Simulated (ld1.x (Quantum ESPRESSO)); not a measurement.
Ag: TM pseudisation with LDA (PZ), scalar-relativistic reference atom.

Input for ld1.x (Quantum ESPRESSO) 7.5:

```
&input
   title='Ag', zed=47., rel=1, dft='PZ', iswitch=3,
   config='[Kr] 4d8 5s0 5p0',
   nld=3, rlderiv=2.40, eminld=-5.0, emaxld=5.0, deld=0.02
 /
 &inputp
   pseudotype=2, tm=.true., lloc=-1, rcloc=1.15,
   nlcc=.false.,
   file_pseudopw='Ag.UPF', file_wfcaegen='ae.wfc', file_wfcncgen='nc.wfc', file_beta='beta', file_chi='chi'
 /
3
5S  1  0   0.00   0.00  2.20  2.20  0.0
5P  2  1   0.00   0.00  1.95  1.95  0.0
4D  3  2   8.00   0.00  1.45  1.45  0.0
 &test
   configts(1)='4d8 5s0 5p0'
 /
```

Command:

```bash
ld1.x < Ag.in > Ag.out
```

The program printed (shortened: banner, matrices, multipoles, cross overlaps and the repeated all-electron block are left out):

```
Program LD1 v.7.5
     --------------------------- All-electron run ----------------------------

     Ag
     scalar relativistic calculation

     atomic number is 47.00
     dft =PZ   lsd =0 sic =0 latt =0  beta=0.20 tr2=1.0E-14
     Exchange-correlation= PZ
                           (   1   1   0   0   0   0   0)
     mesh =1237 r(mesh) =  99.46963 a.u. xmin = -7.00 dx = 0.01250
     1 Ry =  13.60569312 eV, c = 137.03599908

     n l     nl                  e(Ry)          e(Ha)          e(eV)
     1 0     1S 1( 2.00)     -1862.3508      -931.1754    -25338.5735
     2 0     2S 1( 2.00)      -276.7647      -138.3823     -3765.5750
     2 1     2P 1( 6.00)      -248.7127      -124.3564     -3383.9090
     3 0     3S 1( 2.00)       -53.0738       -26.5369      -722.1062
     3 1     3P 1( 6.00)       -43.8602       -21.9301      -596.7480
     4 0     4S 1( 2.00)        -9.8272        -4.9136      -133.7058
     4 1     4P 1( 6.00)        -7.1237        -3.5618       -96.9227
     3 2     3D 1(10.00)       -29.2865       -14.6433      -398.4634
     4 2     4D 1( 8.00)        -3.2315        -1.6158       -43.9674
     5 0     5S 1( 0.00)        -2.3339        -1.1669       -31.7537
     5 1     5P 1( 0.00)        -1.7518        -0.8759       -23.8344

     final scf error:  9.5E-15 reached in  20 iterations

     Etot =  -10617.346336 Ry,   -5308.673168 Ha, -144456.356023 eV

     Ekin =   11027.770395 Ry,    5513.885198 Ha,  150040.459826 eV
     Encl =  -25548.990258 Ry,  -12774.495129 Ha, -347611.721047 eV
     Eh   =    4189.583964 Ry,    2094.791982 Ha,   57002.193732 eV
     Exc  =    -285.710437 Ry,    -142.855219 Ha,   -3887.288534 eV

     normalization and overlap integrals

     s(1S/1S) =  1.000000  <r> =   0.0311  <r2> =    0.0013  r(max) =   0.0202
     s(2S/2S) =  1.000000  <r> =   0.1351  <r2> =    0.0215  r(max) =   0.1136
     s(2P/2P) =  1.000000  <r> =   0.1177  <r2> =    0.0169  r(max) =   0.0907
     s(3S/3S) =  1.000000  <r> =   0.3692  <r2> =    0.1559  r(max) =   0.3328
     s(3P/3P) =  1.000000  <r> =   0.3680  <r2> =    0.1573  r(max) =   0.3246
     s(4S/4S) =  1.000000  <r> =   0.9050  <r2> =    0.9276  r(max) =   0.8186
     s(4P/4P) =  1.000000  <r> =   0.9861  <r2> =    1.1122  r(max) =   0.8714
     s(3D/3D) =  1.000000  <r> =   0.3460  <r2> =    0.1426  r(max) =   0.2725
     s(4D/4D) =  1.000000  <r> =   1.2502  <r2> =    1.8477  r(max) =   1.0124
     s(5S/5S) =  1.000000  <r> =   2.3059  <r2> =    5.9511  r(max) =   2.0904
     s(5P/5P) =  1.000000  <r> =   2.6832  <r2> =    8.0804  r(max) =   2.3985

     ------------------------ End of All-electron run ------------------------

     --------------------- Generating NC pseudopotential ---------------------

      Generating local potential from pseudized AE potential:
      Matching radius rcloc =   1.1500

      Local pseudo, rcloc= 1.162 Estimated cut-off energy=    17.77 Ry

      Wfc   5S  rcut= 2.225  Using Troullier-Martins method

      Wfc   5P  rcut= 1.964  Using Troullier-Martins method

      Wfc   4D  rcut= 1.455  Using Troullier-Martins method

     ------------------- End of pseudopotential generation -------------------

     Computing logarithmic derivative in   2.41361
     Computing logarithmic derivative in   2.41361
     Computing the partial wave expansion
     R is outside the sphere for l=    0 j= 0.00
     R is outside the sphere for l=    1 j= 0.00
     R is outside the sphere for l=    2 j= 0.00

     ---------------------- Testing the pseudopotential ----------------------

     Ag
     scalar relativistic calculation

     atomic number is 47.00   valence charge is 11.00
     dft =PZ   lsd =0 sic =0 latt =0  beta=0.20 tr2=1.0E-14
     mesh =1237 r(mesh) =  99.46963 xmin = -7.00 dx = 0.01250

     n l     nl             e AE (Ry)        e PS (Ry)    De AE-PS (Ry)
     3 2     4D   1( 8.00)       -3.23155       -3.23156        0.00001
     1 0     5S   1( 0.00)       -2.33385       -2.33386        0.00001
     2 1     5P   1( 0.00)       -1.75179       -1.75179       -0.00001

     eps = 4.2E-17  iter =  4

     Etot =  -10617.346336 Ry,   -5308.673168 Ha, -144456.356023 eV
     Etotps =   -69.045526 Ry,     -34.522763 Ha,    -939.412241 eV

     Ekin =      61.821364 Ry,      30.910682 Ha,     841.122512 eV
     Encl =    -171.419383 Ry,     -85.709692 Ha,   -2332.279527 eV
     Ehrt =      45.966449 Ry,      22.983225 Ha,     625.405405 eV
     Ecxc =      -8.924572 Ry,      -4.462286 Ha,    -121.424985 eV
     Epseu=       3.510615 Ry,       1.755308 Ha,      47.764353 eV

     ---------------------- End of pseudopotential test ----------------------
```

Note: ghost states, extra bound levels that the all-electron valence spectrum of the same l lacks: s at -254.8 eV, p at -85.9 eV. A true bound ghost makes a file unfit for plane-wave use.

Generation and configuration tests took about 2 s on one core of a shared server CPU.

Transferability test of the new file with ld1.x, input:

```
&input
   title='Ag', zed=47., rel=1, dft='PZ', iswitch=2,
   config='[Kr] 4d8 5s0 5p0'
 /
 &test
   file_pseudo='Ag.UPF', nconf=10,
   configts(1)='4d8 5s0 5p0',
   configts(2)='4d10 5s1 5p0',
   configts(3)='4d10 5s0 5p0',
   configts(4)='4d9 5s0 5p0',
   configts(5)='4d10 5s0.5 5p0',
   configts(6)='4d9 5s1 5p1',
   configts(7)='4d7 5s0 5p0',
   configts(8)='4d10 5s0 5p1',
   configts(9)='4d8 5s0 5p0', lsdts(9)=1,
   configts(10)='4d10 5s1 5p0', lsdts(10)=1
 /
```

```bash
ld1.x < Ag.test.in > Ag.test.out
```

Pseudopotential blocks of its output, shortened (energy terms left out; the distinct warnings before each block abridged to one line each):

```
     ---------------------- Testing the pseudopotential ----------------------

     n l     nl             e AE (Ry)        e PS (Ry)    De AE-PS (Ry)
     3 2     4D   1( 8.00)       -3.23155       -3.23156        0.00001
     1 0     5S   1( 0.00)       -2.33385       -2.33386        0.00001
     2 1     5P   1( 0.00)       -1.75179       -1.75179       -0.00001

     eps = 8.1E-15  iter =  5

     Etot =  -10617.346336 Ry,   -5308.673168 Ha, -144456.356023 eV
     Etotps =   -69.045526 Ry,     -34.522763 Ha,    -939.412237 eV

     ---------------------- End of pseudopotential test ----------------------

          ---------------------- Testing the pseudopotential ----------------------

     n l     nl             e AE (Ry)        e PS (Ry)    De AE-PS (Ry)
     3 2     4D   1(10.00)       -0.56314       -0.55962       -0.00351
     1 0     5S   1( 1.00)       -0.34689       -0.35689        0.01000  !
     2 1     5P   1( 0.00)       -0.06218       -0.06366        0.00148

     eps = 9.7E-16  iter = 12

     Etot =  -10622.264787 Ry,   -5311.132394 Ha, -144523.274964 eV
     Etotps =   -73.968449 Ry,     -36.984225 Ha,   -1006.392019 eV
     dEtot_ae =      -4.918451 Ry
     dEtot_ps =      -4.922923 Ry,   Delta E=       0.004472 Ry

     ---------------------- End of pseudopotential test ----------------------

          ---------------------- Testing the pseudopotential ----------------------

     n l     nl             e AE (Ry)        e PS (Ry)    De AE-PS (Ry)
     3 2     4D   1(10.00)       -1.17004       -1.16542       -0.00462
     1 0     5S   1( 0.00)       -0.85449       -0.86929        0.01480  !
     2 1     5P   1( 0.00)       -0.47182       -0.47871        0.00689  !

     eps = 4.7E-16  iter =  9

     Etot =  -10621.669280 Ry,   -5310.834640 Ha, -144515.172680 eV
     Etotps =   -73.360283 Ry,     -36.680142 Ha,    -998.117502 eV
     dEtot_ae =      -4.322944 Ry
     dEtot_ps =      -4.314757 Ry,   Delta E=      -0.008187 Ry

     ---------------------- End of pseudopotential test ----------------------

          ---------------------- Testing the pseudopotential ----------------------

     n l     nl             e AE (Ry)        e PS (Ry)    De AE-PS (Ry)
     3 2     4D   1( 9.00)       -2.14230       -2.13694       -0.00536  !
     1 0     5S   1( 0.00)       -1.55325       -1.56196        0.00871  !
     2 1     5P   1( 0.00)       -1.06460       -1.06969        0.00509  !

     eps = 5.1E-17  iter =  7

     Etot =  -10620.024170 Ry,   -5310.012085 Ha, -144492.789810 eV
     Etotps =   -71.720450 Ry,     -35.860225 Ha,    -975.806430 eV
     dEtot_ae =      -2.677834 Ry
     dEtot_ps =      -2.674924 Ry,   Delta E=      -0.002910 Ry

     ---------------------- End of pseudopotential test ----------------------

          ---------------------- Testing the pseudopotential ----------------------

     n l     nl             e AE (Ry)        e PS (Ry)    De AE-PS (Ry)
     3 2     4D   1(10.00)       -0.85461       -0.85122       -0.00339
     1 0     5S   1( 0.50)       -0.59305       -0.60569        0.01263  !
     2 1     5P   1( 0.00)       -0.25696       -0.26117        0.00421

     eps = 1.5E-15  iter =  9

     Etot =  -10622.030652 Ry,   -5311.015326 Ha, -144520.089397 eV
     Etotps =   -73.728586 Ry,     -36.864293 Ha,   -1003.128519 eV
     dEtot_ae =      -4.684317 Ry
     dEtot_ps =      -4.683060 Ry,   Delta E=      -0.001256 Ry

     ---------------------- End of pseudopotential test ----------------------

          ---------------------- Testing the pseudopotential ----------------------

     n l     nl             e AE (Ry)        e PS (Ry)    De AE-PS (Ry)
     3 2     4D   1( 9.00)       -0.92965       -0.92839       -0.00125
     1 0     5S   1( 1.00)       -0.51695       -0.52329        0.00634  !
     2 1     5P   1( 1.00)       -0.16639       -0.16783        0.00144

     eps = 5.8E-15  iter = 18

     Etot =  -10621.634787 Ry,   -5310.817393 Ha, -144514.703372 eV
     Etotps =   -73.343038 Ry,     -36.671519 Ha,    -997.882863 eV
     dEtot_ae =      -4.288451 Ry
     dEtot_ps =      -4.297512 Ry,   Delta E=       0.009061 Ry

     ---------------------- End of pseudopotential test ----------------------

          Warning: n=1, l=0 expected 0 nodes, found 1
     ---------------------- Testing the pseudopotential ----------------------

     n l     nl             e AE (Ry)        e PS (Ry)    De AE-PS (Ry)
     3 2     4D   1( 7.00)       -4.41766       -4.42956        0.01190  !
     1 0     5S   1( 0.00)       -3.18314       -3.18314        0.00000
     2 1     5P   1( 0.00)       -2.51592       -2.50897       -0.00696  !

     eps = 2.7E-18  iter =  7

     Etot =  -10613.529738 Ry,   -5306.764869 Ha, -144404.428560 eV
     Etotps =   -65.222951 Ry,     -32.611475 Ha,    -887.403449 eV
     dEtot_ae =       3.816598 Ry
     dEtot_ps =       3.822575 Ry,   Delta E=      -0.005977 Ry

     ---------------------- End of pseudopotential test ----------------------

          ---------------------- Testing the pseudopotential ----------------------

     n l     nl             e AE (Ry)        e PS (Ry)    De AE-PS (Ry)
     3 2     4D   1(10.00)       -0.70502       -0.69803       -0.00699  !
     1 0     5S   1( 0.00)       -0.44523       -0.45538        0.01015  !
     2 1     5P   1( 1.00)       -0.13645       -0.13833        0.00188

     eps = 2.7E-15  iter = 12

     Etot =  -10621.969258 Ry,   -5310.984629 Ha, -144519.254088 eV
     Etotps =   -73.664460 Ry,     -36.832230 Ha,   -1002.256038 eV
     dEtot_ae =      -4.622922 Ry
     dEtot_ps =      -4.618934 Ry,   Delta E=      -0.003988 Ry

     ---------------------- End of pseudopotential test ----------------------

          ---------------------- Testing the pseudopotential ----------------------

     n l     nl             e AE (Ry)        e PS (Ry)    De AE-PS (Ry)
     3 2     4D   1( 5.00)       -3.27883       -3.31087        0.03204  !
     1 0     5S   1( 0.00)       -2.35538       -2.35910        0.00373
     2 1     5P   1( 0.00)       -1.76712       -1.76933        0.00221
     3 2     4D   2( 3.00)       -3.17602       -3.13041       -0.04561  !
     1 0     5S   2( 0.00)       -2.30832       -2.30284       -0.00547  !
     2 1     5P   2( 0.00)       -1.73347       -1.73004       -0.00342

     eps = 6.8E-15  iter = 11

     Etot =  -10617.397648 Ry,   -5308.698824 Ha, -144457.054160 eV
     Etotps =   -69.135292 Ry,     -34.567646 Ha,    -940.633569 eV
     dEtot_ae =      -0.051312 Ry
     dEtot_ps =      -0.089766 Ry,   Delta E=       0.038454 Ry

     ---------------------- End of pseudopotential test ----------------------

          ---------------------- Testing the pseudopotential ----------------------

     n l     nl             e AE (Ry)        e PS (Ry)    De AE-PS (Ry)
     3 2     4D   1( 5.00)       -0.56657       -0.56292       -0.00365
     1 0     5S   1( 1.00)       -0.36526       -0.37603        0.01077  !
     2 1     5P   1( 0.00)       -0.07487       -0.07658        0.00171
     3 2     4D   2( 5.00)       -0.55376       -0.54993       -0.00384
     1 0     5S   2( 0.00)       -0.32040       -0.32935        0.00895  !
     2 1     5P   2( 0.00)       -0.04264       -0.04380        0.00116

     eps = 6.9E-15  iter = 15

     Etot =  -10622.275730 Ry,   -5311.137865 Ha, -144523.423845 eV
     Etotps =   -73.979857 Ry,     -36.989929 Ha,   -1006.547233 eV
     dEtot_ae =      -4.929394 Ry
     dEtot_ps =      -4.934331 Ry,   Delta E=       0.004937 Ry

     ---------------------- End of pseudopotential test ----------------------
```
